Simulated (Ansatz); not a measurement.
`C[Si](O)(O)F` → `C[Si]F` + hydrogen peroxide at 700 K and 1 bar (silylene formation by 1,1-elimination).

Calculated with Ansatz (gas phase, PBE0-D4/def2-TZVP geometries, no zero-point term in ΔE). CCSD(T)/CBS is frozen-core, at the limit of the def2 triple- and quadruple-zeta sets. Each species was taken in one conformer, which may not be the lowest.

```json
{"species": "`C[Si](O)(O)F`", "CCSD(T)/CBS energy (Eh)": "-580.47886", "H − E (kJ/mol)": "260.0", "S (J/(mol·K))": "462.4"}
{"species": "`C[Si]F`", "CCSD(T)/CBS energy (Eh)": "-428.74117", "H − E (kJ/mol)": "145.4", "S (J/(mol·K))": "354.0"}
{"species": "`OO`", "CCSD(T)/CBS energy (Eh)": "-151.43844", "H − E (kJ/mol)": "101.5", "S (J/(mol·K))": "268.2"}
```

H − E and S are ideal-gas, rigid-rotor, harmonic terms from PBE0-D4/def2-TZVP, for one conformer and one mirror image of each species. 1 Eh = 2625.50 kJ/mol, R = 8.31446 J/(mol·K).

Q: By hand: ΔE, ΔH, ΔS and ΔG.

A: ΔE = (-428.74117) + (-151.43844) − (-580.47886) = 0.29925 Eh = 785.7 kJ/mol. Δ(H − E) = 145.4 + 101.5 − 260.0 = -13.1, so ΔH = 772.6 kJ/mol. ΔS = 354.0 + 268.2 − 462.4 = 159.8 J/(mol·K). ΔG = 772.6 − 700 × (159.8)/1000 = 660.7 kJ/mol.

Q: By hand: the equilibrium constant, and the temperature at which ΔG would vanish if ΔH and ΔS stayed fixed.

A: log₁₀ K = −ΔG/(RT ln 10) = -49.3. ΔG = 0 at ΔH/ΔS = 4835 K, far beyond where these terms or the molecules hold.

The number of gas molecules changes by +1, which sets the sign of ΔS. A doubt of 5 kJ/mol in ΔE shifts log₁₀ K by 0.4 here. Other conformers and mirror images would add mixing entropy, several J/(mol·K) or more a flexible species. These are equilibria of isolated gas molecules and say nothing of rates. Largest T1 diagnostic: 0.014 (customary marks: 0.02 for closed shells, 0.045 for open ones).
